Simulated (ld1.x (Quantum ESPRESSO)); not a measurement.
## titanium, TM: configuration errors across variants

```json
{"Element": "Ti", "Generator": "ld1.x (Quantum ESPRESSO) 7.5", "Type": "norm-conserving Troullier–Martins (Kleinman–Bylander form)", "Functional": "PBE", "Relativity": "fully relativistic", "Frozen core": "[Ar]", "Valence charge": "4", "Reference configuration": "3d2 4s2 4p0", "Partial waves": "4s (bound): rc 3.20 bohr; 4p (bound, empty): rc 3.15 bohr; 3d (bound): rc 1.80 bohr", "Local potential": "the d channel", "Core correction": "none"}
```

Open shells are filled in proportion to 2j + 1 (rel_dist='average').

All-electron excitation energies from the reference (eV): (1) 3d2 4s1 4p0 7.347; (2) 3d2 4s0 4p0 20.919; (3) 3d1 4s0 4p0 47.867; (4) 3d2 4s1.5 4p0 2.937; (5) 3d2 4s1 4p1 3.076; (6) 3d2 4s0 4p2 6.287; (7) 3d2.5 4s1.5 4p0 0.353.

Tests that are not counted but printed errors over 1 eV. “all radii scaled by about 1.36 (s 4.34, p 4.28, d 2.44 bohr)”: 3d2 4s0 4p2 (pseudo-atom not self-consistent, printed error -16.8 eV).

1 further variants failed, have other tests or another functional or relativity, and are left out.

A true bound ghost makes a file unfit for plane-wave use even where its test errors are small: the radial tests pick states by their node count and pass the ghost by. Where a test does run into it, the solver fails or the error is huge.

Errors AE − PS in meV (a dash: test not solved or not reliable):

| change | (1) | (2) | (3) | (4) | (5) | (6) | (7) | bound ghosts |
| --- | --- | --- | --- | --- | --- | --- | --- | --- |
| base | +11 | +207 | +389 | +1.1 | +4.9 | +25 | -11 | s, p3/2, p1/2 |
| wave 4s (bound): rc 3.20 bohr becomes 4s (bound): rc 4.18 bohr | +4.2 | +90 | -36 | +0.5 | -8.7 | -44 | +7.9 | s, p3/2, p1/2 |
| all radii scaled by about 1.36 (s 4.34, p 4.28, d 2.44 bohr) | -0.2 | +48 | -13 | -0.1 | -11 | – | +24 | s, p3/2, p1/2 |
| local potential all-electron potential smoothed inside 1.85 bohr (lloc = -1) | +6.3 | +208 | +398 | -0.1 | +4.5 | +29 | -17 | s |
| wave 4p (bound): rc 3.15 bohr becomes 4p (bound): rc 2.98 bohr | +11 | +207 | +389 | +1.1 | +5.3 | +27 | -11 | s, p3/2, p1/2 |
| core correction a·sin(br)/r model core inside 2.22 bohr | +3.9 | +28 | -132 | +0.7 | -0.1 | -0.9 | -20 | s, p3/2, p1/2 |

Question: Give the same row for: wave 3d (bound): rc 1.80 bohr becomes 3d (bound): rc 2.78 bohr.

Answer: +8.8, +166, +571, +0.9, +3.8, +21, +23; bound ghosts: s.
